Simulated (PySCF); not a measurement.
**S: excitation energy**

S [Ne] 3s2 3p4 (3P) → S [Ne] 3s1 3p5 (3P), as a difference of total energies. All numbers are calculated (PySCF 2.14, the non-relativistic Hamiltonian (point nucleus), in aug-cc-pwCVDZ). Correlated levels: valence: [Ne] frozen; valence and next inner shell: 1s2 frozen; nothing frozen. The calculations carry no spin-orbit coupling.

```tsv
method	excitation energy (eV)	error (eV)
UHF	11.470	+2.542
LDA	9.923	+0.995
PBE	9.955	+1.027
PBE0	10.379	+1.451
r2SCAN	10.119	+1.191
B97-3	10.411	+1.483
CAM-B3LYP	10.512	+1.584
revPBE	9.918	+0.990
BLYP	9.946	+1.018
MP2 (valence)	10.351	+1.423
SCS-MP2 (valence)	10.203	+1.275
MP2 (valence and next inner shell)	10.365	+1.437
SCS-MP2 (valence and next inner shell)	10.214	+1.286
MP2 (all electrons)	10.362	+1.434
SCS-MP2 (all electrons)	10.212	+1.284
```

Reference: 8.928 eV (measured; NIST levels, between the centres of gravity of the two terms).

Errors of the correlated levels include the incompleteness of this basis and the frozen core.
